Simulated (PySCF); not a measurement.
A series of substituents X on one scaffold: BH2-X. Gas-phase values, no solvent. One relaxed conformer stands for each flexible species; it need not be the lowest. Strings in code marks are SMILES.

B3LYP has the VWN-RPA correlation part, as in Gaussian. Delta-SCF ions had no search for a lower state. Excitations are Tamm–Dancoff values on a coarser integration grid. The basis has no diffuse functions, so Rydberg states are missing or too high.

A: X = germyl (`[BH2][GeH3]`)
B: X = vinyl
C: X = trimethylsilyl
D: X = isopropyl

Rank these by HOMO (lowest first), as B3LYP-D3(BJ)/def2-TZVP // M06-2X/def2-TZVP in PySCF gives it.

B (-8.26 eV), D (-8.19 eV), A (-8.12 eV), C (-7.37 eV)
